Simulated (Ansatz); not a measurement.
Species: CCuO (charge +1, singlet). SMILES: O=[C+][Cu]
Structure (B3LYP-D3(BJ)/def2-TZVP (Ansatz, a program for electronic structure) minimum search):
```
C
O 1 1.1141
Cu 1 1.9065 2 180.00
```
Charge +1, spin multiplicity 1.

Wanted: vertical electron affinity (to the doublet state of charge +0; a negative value means that the extra electron is unbound and the number depends on the basis; each state is the SCF solution reached for its spin), in eV. Cores are frozen in the correlated levels unless marked. UHF or UKS for open shells. No spin-orbit coupling. The frozen core is the preceding noble-gas configuration, with the filled d and f shells of earlier blocks. No relativistic terms. 

| level | program | vertical electron affinity (eV) |
|---|---|---|
| PBE/def2-TZVPD | Ansatz | 6.74 |
| r2SCAN/def2-TZVPD | Ansatz | 6.75 |
| PBE0/def2-TZVPD | Ansatz | 6.40 |
| CAM-B3LYP/def2-TZVPD | Ansatz | 6.48 |
| wB97M-V/def2-TZVPD | Ansatz | 6.19 |
| wB97X-V/def2-TZVPD | Ansatz | 6.17 |
| CCSD/def2-SVPD | Ansatz | 5.66 |
| CCSD/def2-TZVPPD | Ansatz | 5.93 |
| CCSD(T)/def2-SVPD | Ansatz | 5.80 |
